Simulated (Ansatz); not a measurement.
Start from `C[CH](C)[Mg][OH]` and change one atom or group to get `C[CH](C)[AlH][OH]`.

Ansatz, PBE0-D4/def2-TZVP geometries, multiplicity 1. Each molecule was computed in one conformer, which needn't be the lowest.

```
                                        property  `C[CH](C)[Mg][OH]`
  size of the dipole moment (PBE/def2-TZVPP) / D                0.14
             HOMO energy (B3LYP/def2-TZVPP) / eV               -6.17
             LUMO energy (B3LYP/def2-TZVPP) / eV               -1.03
size of the dipole moment (B3LYP/def2-TZVPP) / D                0.17
               LUMO energy (PBE/def2-TZVPP) / eV               -1.47
            HOMO–LUMO gap (PBE0/def2-TZVPP) / eV                5.56
```

**Question.** What does the change do to each property? (Best estimate.)

**Answer.** Ansatz gave: 
```csv
property,`C[CH](C)[AlH][OH]`,shift
size of the dipole moment (PBE/def2-TZVPP) / D,0.53,0.39
HOMO energy (B3LYP/def2-TZVPP) / eV,-7.01,-0.84
LUMO energy (B3LYP/def2-TZVPP) / eV,-0.79,0.24
size of the dipole moment (B3LYP/def2-TZVPP) / D,0.63,0.46
LUMO energy (PBE/def2-TZVPP) / eV,-1.33,0.14
HOMO–LUMO gap (PBE0/def2-TZVPP) / eV,6.62,1.06
```

With PBE0 the HOMO falls by 0.87 eV and the LUMO rises by 0.20 eV, so the gap widens by about 1.07 eV. PBE moves the HOMO by -0.73 eV and ωB97M-V by -0.88 eV. The zero-point energy changes by 24.5 kJ/mol with +3 modes. Dipoles are sizes alone; their direction can turn.

B3LYP here is the variant with VWN-RPA as its local correlation; programs differ in this.
